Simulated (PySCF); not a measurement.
## Ionisation energy of Ge²⁴⁺ by level of theory

Ge²⁴⁺ [He] 2s2 2p4 [2p1/2^2 2p3/2^2, M_J = 2] → Ge²⁵⁺ [He] 2s2 2p3 [2p1/2^2 2p3/2^1, M_J = 3/2], as a difference of total energies. All numbers are calculated (PySCF 2.14, the two-component X2C-1e Hamiltonian, in an uncontracted even-tempered set (17 s from 7.2 bohr⁻², ratio 2.4; 12 p from 9.4 bohr⁻², ratio 2.4; 5 d from 37 bohr⁻², ratio 2.6; 4 f from 55 bohr⁻², ratio 2.6)). Correlated levels: nothing frozen; the 34 highest virtual spinors dropped. "Screened" scales the spin-orbit matrix elements by Boettger's factors to mimic the two-electron term; Breit and QED terms are absent.

```tsv
method	ionisation energy (eV)
GHF (spin-free)	2432.2
GMP2 (spin-free)	2433.7
GHF (screened spin-orbit)	2437.9
GMP2 (screened spin-orbit)	2438.6
```

For this ion Breit and QED terms and the two-electron picture change, all absent here, outweigh the correlation shift from GHF to GMP2.

The spin-free rows relax to the high-spin LS determinant and lack the spin-orbit shift.

The labels give the starting determinants; with spin-orbit coupling the two ends relaxed to ⟨J²⟩ = 6.00, ⟨L²⟩ = 2.70, ⟨S²⟩ = 1.65 and ⟨J²⟩ = 3.76, ⟨L²⟩ = 0.81, ⟨S²⟩ = 2.79.

For comparison: 2439 ± 5 eV (semi-empirical (NIST evaluation); NIST Atomic Spectra Database, ionization energies).
